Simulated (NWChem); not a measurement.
System: GaAsH4; SMILES [GaH2][AsH2]

Parts of the log:

```
             Northwest Computational Chemistry Package (NWChem) 7.3.0
             --------------------------------------------------------

 CS  symmetry detected

                             Geometry "geometry" -> ""
                             -------------------------

 Output coordinates in angstroms (scale by  1.889725989 to convert to a.u.)

  No.       Tag          Charge          X              Y              Z
 ---- ---------------- ---------- -------------- -------------- --------------
    1 Ga                  31.0000     0.01318680    -1.23090082     0.00000000
    2 As                  33.0000     0.04479784     1.20152126     0.00000000
    3 H                    1.0000    -1.01169324     1.26471312    -1.11813703
    4 H                    1.0000    -1.01169324     1.26471312     1.11813703
    5 H                    1.0000     0.06813351    -2.01085131     1.37811852
    6 H                    1.0000     0.06813351    -2.01085131    -1.37811852

 Effective nuclear repulsion energy (a.u.)     288.1368457511

      Symmetry information
      --------------------

 Group name             Cs
 Group number              2
 Group order               2
 No. of unique centers     4

  xc_inp: hfexch multiplicative factor not found.

                                 NWChem DFT Module
                                 -----------------

 Summary of "ao basis" -> "ao basis" (spherical)
 ------------------------------------------------------------------------------
       Tag                 Description            Shells   Functions and Types
 ---------------- ------------------------------  ------  ---------------------
 Ga                          3-21g                  10       22   5s4p1d
 As                          3-21g                  10       22   5s4p1d
 H                           3-21g                   2        2   2s

      Symmetry analysis of basis
      --------------------------

        a'         36
        a"         16

            General Information
            -------------------
          SCF calculation type: DFT
          Wavefunction type:  closed shell.
          No. of atoms     :     6
          No. of electrons :    68
           Alpha electrons :    34
            Beta electrons :    34
          Charge           :     0
          Spin multiplicity:     1
          Use of symmetry is: on ; symmetry adaption is: on
          Maximum number of iterations: 150
          AO basis - number of functions:    52
                     number of shells:    28
          Convergence on energy requested:  1.00D-06
          Convergence on density requested:  1.00D-05
          Convergence on gradient requested:  5.00D-04

              XC Information
              --------------
                     Hartree-Fock (Exact) Exchange  1.000

      Superposition of Atomic Density Guess
      -------------------------------------

 Sum of atomic energies:       -4139.15821369

      Non-variational initial energy
      ------------------------------

 Total energy =   -4139.534085
 1-e energy   =   -6358.010258
 2-e energy   =    1930.339327
 HOMO         =      -0.253569
 LUMO         =      -0.004664

      Symmetry analysis of molecular orbitals - initial
      -------------------------------------------------

  Numbering of irreducible representations:

     1 a'          2 a"

  Orbital symmetries:

     1 a'          2 a'          3 a'          4 a'          5 a"
     6 a'          7 a'          8 a'          9 a"         10 a'
    11 a'         12 a'         13 a"         14 a'         15 a'
    16 a"         17 a'         18 a'         19 a"         20 a'
    21 a"         22 a'         23 a'         24 a"         25 a'
    26 a'         27 a'         28 a"         29 a'         30 a'
    31 a"         32 a'         33 a"         34 a'         35 a'
    36 a'         37 a"         38 a'         39 a'         40 a"
    41 a'         42 a'         43 a"         44 a'

     ---------------------------------------------
      Total Density - Mulliken Population Analysis
     ---------------------------------------------

    Atom       Charge   Shell Charges
 -----------   ------   -------------------------------------------------------
    1 Ga  31    30.30   2.00  2.00  6.00  2.00  5.95  0.83  0.86  0.36  0.33  9.97
    2 As  33    33.35   2.00  2.00  5.99  2.00  5.95  0.76  1.65  1.12  1.88  9.99
    3 H    1     0.97   0.36  0.61
    4 H    1     0.97   0.36  0.61
    5 H    1     1.21   0.40  0.81
    6 H    1     1.21   0.40  0.81

   convergence    iter        energy       DeltaE   RMS-Dens  Diis-err
 ---------------- ----- ----------------- --------- --------- ---------
 d= 0,ls=0.0,diis     1  -4139.5235655046 -4.43D+03  7.97D-03  5.82D-02
 d= 0,ls=0.0,diis     2  -4139.5421485464 -1.86D-02  2.35D-03  3.43D-03
 d= 0,ls=0.0,diis     3  -4139.5435174042 -1.37D-03  6.35D-04  2.26D-04
 d= 0,ls=0.0,diis     4  -4139.5436138689 -9.65D-05  1.80D-04  1.17D-05
 d= 0,ls=0.0,diis     5  -4139.5436206522 -6.78D-06  6.11D-05  8.76D-07
 d= 0,ls=0.0,diis     6  -4139.5436213060 -6.54D-07  1.22D-05  3.34D-08
 d= 0,ls=0.0,diis     7  -4139.5436213317 -2.57D-08  1.79D-06  1.36D-09

         Total DFT energy =    -4139.543621331750
      One electron energy =    -6357.241811266353
           Coulomb energy =     2086.064967442902
    Exchange-Corr. energy =     -156.503623259350
 Nuclear repulsion energy =      288.136845751051

 Numeric. integr. density =        0.000000000000

                  Occupations of the irreducible representations
                  ----------------------------------------------

                     irrep           alpha         beta
                     --------     --------     --------
                     a'               24.0         24.0
                     a"               10.0         10.0

                       DFT Final Molecular Orbital Analysis
                       ------------------------------------

 Vector   32  Occ=2.000000D+00  E=-4.267785D-01  Symmetry=a"
              MO Center= -9.9D-03, -1.5D+00,  1.4D-14, r^2= 3.4D+00
   Bfn.  Coefficient  Atom+Function         Bfn.  Coefficient  Atom+Function
  ----- ------------  ---------------      ----- ------------  ---------------
    50      0.329670  5 H  s                 52     -0.329670  6 H  s
    13      0.321085  1 Ga pz                49      0.194423  5 H  s
    51     -0.194423  6 H  s                  9     -0.158469  1 Ga pz
    46      0.118126  3 H  s                 48     -0.118126  4 H  s
    17      0.097423  1 Ga pz                35     -0.092614  2 As pz

 Vector   33  Occ=2.000000D+00  E=-4.137051D-01  Symmetry=a'
              MO Center=  2.3D-02,  6.5D-01, -1.9D-14, r^2= 3.2D+00
   Bfn.  Coefficient  Atom+Function         Bfn.  Coefficient  Atom+Function
  ----- ------------  ---------------      ----- ------------  ---------------
    36      0.373281  2 As s                 33      0.319577  2 As px
    37      0.266123  2 As px                46     -0.240500  3 H  s
    48     -0.240500  4 H  s                 12      0.209887  1 Ga py
    29     -0.194723  2 As px                34     -0.143988  2 As py
    32      0.137092  2 As s                 45     -0.129356  3 H  s

 Vector   34  Occ=2.000000D+00  E=-3.387114D-01  Symmetry=a'
              MO Center=  1.2D-01,  7.8D-01, -2.8D-14, r^2= 3.5D+00
   Bfn.  Coefficient  Atom+Function         Bfn.  Coefficient  Atom+Function
  ----- ------------  ---------------      ----- ------------  ---------------
    38      0.398337  2 As py                34      0.344320  2 As py
    12     -0.257582  1 Ga py                37      0.249166  2 As px
    36      0.215258  2 As s                 30     -0.209742  2 As py
    33      0.164621  2 As px                32      0.151999  2 As s
    50      0.130222  5 H  s                 52      0.130222  6 H  s

 Vector   35  Occ=0.000000D+00  E= 3.092356D-02  Symmetry=a'
              MO Center= -6.3D-02, -1.2D+00,  1.1D-17, r^2= 5.0D+00
   Bfn.  Coefficient  Atom+Function         Bfn.  Coefficient  Atom+Function
  ----- ------------  ---------------      ----- ------------  ---------------
    15      0.810595  1 Ga px                11      0.313894  1 Ga px
    36     -0.167960  2 As s                  7     -0.157245  1 Ga px
    37     -0.148445  2 As px                46      0.140586  3 H  s
    48      0.140586  4 H  s                 38     -0.082672  2 As py
     3      0.050496  1 Ga px                33     -0.049184  2 As px

 Vector   36  Occ=0.000000D+00  E= 1.176117D-01  Symmetry=a'
              MO Center= -5.7D-03, -6.5D-01, -1.1D-14, r^2= 7.3D+00
   Bfn.  Coefficient  Atom+Function         Bfn.  Coefficient  Atom+Function
  ----- ------------  ---------------      ----- ------------  ---------------
    36     -1.393991  2 As s                 16      1.353502  1 Ga py
    14      1.160624  1 Ga s                 38      0.825392  2 As py
    37      0.186184  2 As px                28      0.180601  2 As s
    46      0.180169  3 H  s                 48      0.180169  4 H  s
    34      0.114901  2 As py                 6      0.109111  1 Ga s

 Vector   37  Occ=0.000000D+00  E= 1.504743D-01  Symmetry=a"
              MO Center=  2.9D-03,  8.5D-01,  2.4D-17, r^2= 4.3D+00
   Bfn.  Coefficient  Atom+Function         Bfn.  Coefficient  Atom+Function
  ----- ------------  ---------------      ----- ------------  ---------------
    39      1.013740  2 As pz                46      0.831104  3 H  s
    48     -0.831104  4 H  s                 17      0.439530  1 Ga pz
    50     -0.336025  5 H  s                 52      0.336025  6 H  s
    35      0.184584  2 As pz                31     -0.136488  2 As pz
    45      0.114091  3 H  s                 47     -0.114091  4 H  s

     ---------------------------------------------
      Total Density - Mulliken Population Analysis
     ---------------------------------------------

    Atom       Charge   Shell Charges
 -----------   ------   -------------------------------------------------------
    1 Ga  31    30.31   2.00  2.00  6.00  2.00  5.96  0.81  1.15  0.23  0.22  9.96
    2 As  33    33.12   2.00  2.00  5.99  2.00  5.95  0.73  1.67  1.15  1.63  9.99
    3 H    1     1.09   0.40  0.69
    4 H    1     1.09   0.40  0.69
    5 H    1     1.20   0.39  0.80
    6 H    1     1.20   0.39  0.80

     -------------------------------------------
      Total Density - Lowdin Population Analysis
     -------------------------------------------

    Atom       Charge   Shell Charges
 -----------   ------   -------------------------------------------------------
    1 Ga  31    30.69   2.00  2.00  5.99  1.98  5.87  0.66  1.19  0.42  0.62  9.96
    2 As  33    32.96   2.00  1.99  5.99  1.99  5.81  0.79  1.70  0.78  1.93  9.99
    3 H    1     1.05   0.42  0.63
    4 H    1     1.05   0.42  0.63
    5 H    1     1.12   0.42  0.70
    6 H    1     1.12   0.42  0.70

     Multipole analysis of the density
     ---------------------------------

     L   x y z        total         alpha         beta         nuclear
     -   - - -        -----         -----         ----         -------
     0   0 0 0     -0.000000    -34.000000    -34.000000     68.000000

     1   1 0 0     -0.219133     -0.109567     -0.109567      0.000000
     1   0 1 0     -0.372796     -0.186398     -0.186398     -0.000000
     1   0 0 1     -0.000000     -0.000000     -0.000000      0.000000

     2   2 0 0    -26.991386    -17.295211    -17.295211      7.599037
     2   1 1 0     -0.715732      2.427481      2.427481     -5.570694
     2   1 0 1      0.000000      0.000000      0.000000      0.000000
     2   0 2 0    -32.599583   -205.379123   -205.379123    378.158664
     2   0 1 1      0.000000      0.000000      0.000000      0.000000
     2   0 0 2    -30.732644    -26.613179    -26.613179     22.493713
```

Level: Hartree-Fock/3-21G. The geometry was optimised at PBE-D3(BJ)/def2-SVP.

Question: Write an input that gives this output.

Answer: Several could match; the one computed here: the input that was run:
```
start job
memory heap 200 mb stack 900 mb global 1100 mb
geometry units angstroms noautoz
  Ga     0.060991    -1.329914    -0.008943
  As     0.129679     1.099377     0.098312
  H     -0.672202     1.228770    -1.209689
  H      1.485738     1.143238    -0.629255
  H      1.351821    -2.164347     0.376193
  H     -1.308258    -2.056250    -0.337347
end
basis spherical
  * library 3-21g
end
dft
  xc hfexch
  iterations 150
  mulliken
end
task dft energy
```
